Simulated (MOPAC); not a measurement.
Job for MOPAC: PM6 on CH5Ga (SMILES [CH3][GaH2]), a point of a bond scan (R = 3.464 Å).

```
PM6 1SCF PRECISE CHARGE=0 THREADS=1
CH5Ga

C     -1.56095123 1    -0.12280766 1     0.00123703 1
Ga     1.89270508 1     0.14422323 1    -0.00330163 1
H     -1.98854607 1     0.49917965 1    -0.78831952 1
H     -1.90125078 1    -1.14877881 1    -0.13142206 1
H     -1.95364954 1     0.25454584 1     0.94939406 1
H      2.56450992 1     1.56916249 1     0.04994379 1
H      2.81535418 1    -1.13160354 1    -0.04885750 1
```

It printed:

```
*******************************************************************************
 **                                                                           **
 **                              MOPAC v23.2.5                                **
 **                                                                           **
 *******************************************************************************
 ** MOPAC's Digital Object Identifier: https://doi.org/10.5281/zenodo.6511958 **
 **                                                                           **
 ** Please cite the open-source release paper for use of this MOPAC version:  **
 ** J. E. Moussa and J. J. P. Stewart (2026)                                  **
 ** MOPAC: An open-source semiempirical molecular orbital program             **
 ** J. Open Source Softw., 11(119), 8025, https://doi.org/10.21105/joss.08025 **
 *******************************************************************************

                              PM6 CALCULATION RESULTS

 *******************************************************************************
 *  PM6        - The PM6 Hamiltonian to be used
 *
 *
 *
 *                 CHARGE ON SYSTEM = 0
 *
 *
 *
 *  PRECISE    - TIGHTER CRITERIA TO BE USED
 *  1SCF       - DO 1 SCF AND THEN STOP
 *  THREADS=1  - MULTI-THREADING NOT USED
 *  T=         - A TIME OF 172800.0 SECONDS REQUESTED
 *  DUMP=N     - RESTART FILE WRITTEN EVERY 7200.0 SECONDS REQUESTED
 *******************************************************************************
PM6 1SCF PRECISE CHARGE=0 THREADS=1
 CH5Ga

   ATOM   CHEMICAL          X               Y               Z
  NUMBER   SYMBOL      (ANGSTROMS)     (ANGSTROMS)     (ANGSTROMS)

     1       C         -1.56095123  *  -0.12280766  *   0.00123703  *
     2      Ga          1.89270508  *   0.14422323  *  -0.00330163  *
     3       H         -1.98854607  *   0.49917965  *  -0.78831952  *
     4       H         -1.90125078  *  -1.14877881  *  -0.13142206  *
     5       H         -1.95364954  *   0.25454584  *   0.94939406  *
     6       H          2.56450992  *   1.56916249  *   0.04994379  *
     7       H          2.81535418  *  -1.13160354  *  -0.04885750  *



          CARTESIAN COORDINATES

    NO.       ATOM           X           Y           Z

     1         C         -1.5610     -0.1228      0.0012
     2        Ga          1.8927      0.1442     -0.0033
     3         H         -1.9885      0.4992     -0.7883
     4         H         -1.9013     -1.1488     -0.1314
     5         H         -1.9536      0.2545      0.9494
     6         H          2.5645      1.5692      0.0499
     7         H          2.8154     -1.1316     -0.0489

 General Reference for PM6:
 "Optimization of Parameters for Semiempirical Methods V: Modification of NDDO Approximations
 and Application to 70 Elements", J. J. P. Stewart, J. Mol. Mod., 13, 1173-1213 (2007)
 URL: https://link.springer.com/article/10.1007/s00894-007-0233-4

           Empirical Formula: C H5 Ga  =     7 atoms



      MOLECULAR POINT GROUP   :   Cs


      RHF CALCULATION, NO. OF DOUBLY OCCUPIED LEVELS = 6


 -------------------------------------------------------------------------------
 PM6 1SCF PRECISE CHARGE=0 THREADS=1
 CH5Ga



     1SCF WAS SPECIFIED, SO BFGS WAS NOT USED
     SCF FIELD WAS ACHIEVED


                              PM6 CALCULATION
                                                       MOPAC v23.2.5 Linux




          FINAL HEAT OF FORMATION =        128.51016 KCAL/MOL =     537.68651 KJ/MOL


          COSMO AREA              =        106.10 SQUARE ANGSTROMS
          COSMO VOLUME            =         84.70 CUBIC ANGSTROMS

          IONIZATION POTENTIAL    =          7.599153 EV
          HOMO LUMO ENERGIES (EV) =         -7.599 -1.968
          NO. OF FILLED LEVELS    =          6
          MOLECULAR WEIGHT        =         86.7855         POINT GROUP:  Cs

          MOLECULAR DIMENSIONS (Angstroms)

            Atom       Atom       Distance
            H     6    H     4     5.23098
            H     7    H     3     3.94066
            H     5    H     7     1.68185


          SCF CALCULATIONS        =          1





   ATOM   CHEMICAL          X               Y               Z
  NUMBER   SYMBOL      (ANGSTROMS)     (ANGSTROMS)     (ANGSTROMS)

     1       C         -1.56095123  *  -0.12280766  *   0.00123703  *
     2      Ga          1.89270508  *   0.14422323  *  -0.00330163  *
     3       H         -1.98854607  *   0.49917965  *  -0.78831952  *
     4       H         -1.90125078  *  -1.14877881  *  -0.13142206  *
     5       H         -1.95364954  *   0.25454584  *   0.94939406  *
     6       H          2.56450992  *   1.56916249  *   0.04994379  *
     7       H          2.81535418  *  -1.13160354  *  -0.04885750  *

                             CARTESIAN COORDINATES

   1    C       -1.560951230    -0.122807660     0.001237030
   2   Ga        1.892705080     0.144223230    -0.003301630
   3    H       -1.988546070     0.499179650    -0.788319520
   4    H       -1.901250780    -1.148778810    -0.131422060
   5    H       -1.953649540     0.254545840     0.949394060
   6    H        2.564509920     1.569162490     0.049943790
   7    H        2.815354180    -1.131603540    -0.048857500


           Empirical Formula: C H5 Ga  =     7 atoms



      MOLECULAR POINT GROUP   :   Cs


                  EIGENVALUES
 -23.49910 -17.09561 -13.56491 -13.43658 -12.07159  -7.59915  -1.96755  -0.43489
   3.50102   4.30691   5.93128   6.00655   6.63423


              NET ATOMIC CHARGES AND DIPOLE CONTRIBUTIONS

  ATOM NO.   TYPE          CHARGE      No. of ELECS.   s-Pop       p-Pop
    1          C          -0.380617        4.3806     1.17129     3.20933
    2         Ga          -0.292970        3.2930     1.46509     1.82788
    3          H           0.131542        0.8685     0.86846
    4          H           0.133327        0.8667     0.86667
    5          H           0.131003        0.8690     0.86900
    6          H           0.138441        0.8616     0.86156
    7          H           0.139274        0.8607     0.86073
 DIPOLE           X         Y         Z       TOTAL
 POINT-CHG.     0.076     0.048     0.018     0.091
 HYBRID         0.010     0.023     0.005     0.026
 SUM            0.086     0.071     0.023     0.114


          ATOMIC ORBITAL ELECTRON POPULATIONS

     Atom    s        px        py        pz
    1  C   1.17129   0.93108   1.13595   1.14230
    2 Ga   1.46509   0.83234   0.99405   0.00148
    3  H   0.86846
    4  H   0.86667
    5  H   0.86900
    6  H   0.86156
    7  H   0.86073

 **********************
 *                    *
 * JOB ENDED NORMALLY *
 *                    *
 **********************




 == MOPAC DONE ==
```

The run finished.

Cost: about 0.03 core-seconds (a rough figure).
